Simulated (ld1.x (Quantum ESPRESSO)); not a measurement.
# As: one change to a TM potential, before and after

ld1.x (Quantum ESPRESSO) 7.5 input, shortened:

```
&input
   title='As', zed=33., rel=2, dft='PBE', iswitch=3,
   config='[Ar] 3d10 4s2 4p3', rel_dist='average'
 /
 &inputp
   pseudotype=2, tm=.true., lloc=-1, rcloc=1.50,
   nlcc=.true., rcore=0.90
 /
2
4S  1  0   2.00   0.00  1.75  1.75  0.0
4P  2  1   3.00   0.00  1.65  1.65  0.0
 &test
   configts(1)='4s2 4p3'
 /
```

Open shells are filled in proportion to 2j + 1 (rel_dist='average').

All-electron outer shells of the reference configuration (PBE, scalar-relativistic, ld1.x):

```csv
shell,level (eV),outermost node (bohr),outermost maximum (bohr)
3p,-133.68,0.22,0.52
3d,-40.65,–,0.47
4s,-14.49,0.73,1.61
4p,-5.19,0.78,2.00
```

Change: functional PW91.

Cutoffs: the cutoffs (Ry, on a coarse ladder) from which the occupation-weighted sum of valence levels, in a spherical-Bessel basis at the reference potential, stays within 10 and 1 mRy of its value at 400 Ry; they do not see the model core or the augmentation charge, which bear on the density cutoff. Errors are all-electron minus pseudo energies relative to the spin-unpolarised reference configuration.

What does the change do?

The potential gets harder (25 Ry and 45 Ry → 30 Ry and 45 Ry); the errors of the 7 common tests hardly move; neither file shows a bound ghost.

```csv
quantity,base,changed
"cutoff, loose",25 Ry,30 Ry
"cutoff, tight",45 Ry,45 Ry
bound ghosts,none,none
"error for 4s2 4p2, meV [ΔE 9.15 → 9.21 eV]",0.0,+0.1
"error for 4s2 4p1, meV [ΔE 27.07 → 27.21 eV]",-7.9,-7.4
"error for 4s2 4p0, meV [ΔE 54.78 → 55.03 eV]",-55,-53
"error for 4s1 4p4, meV [ΔE 9.41 → 9.44 eV]",-7.6,-7.4
"error for 4s2 4p3.3, meV [ΔE -1.23 → -1.25 eV]",0.0,0.0
"error for 4s2 4p2.5, meV [ΔE 3.56 → 3.58 eV]",+0.1,+0.1
"error for 4s1 4p0, meV [ΔE 105.43 → 105.80 eV]",-277,-279
s: phases at 1.91 bohr within 0.05 rad from the reference energy up to (Ry; the scan ends near 5),1.2,1.2
p1/2: phases at 1.91 bohr within 0.05 rad from the reference energy up to (Ry; the scan ends near 5),3.7,3.7
p3/2: phases at 1.91 bohr within 0.05 rad from the reference energy up to (Ry; the scan ends near 5),3.5,3.5
```
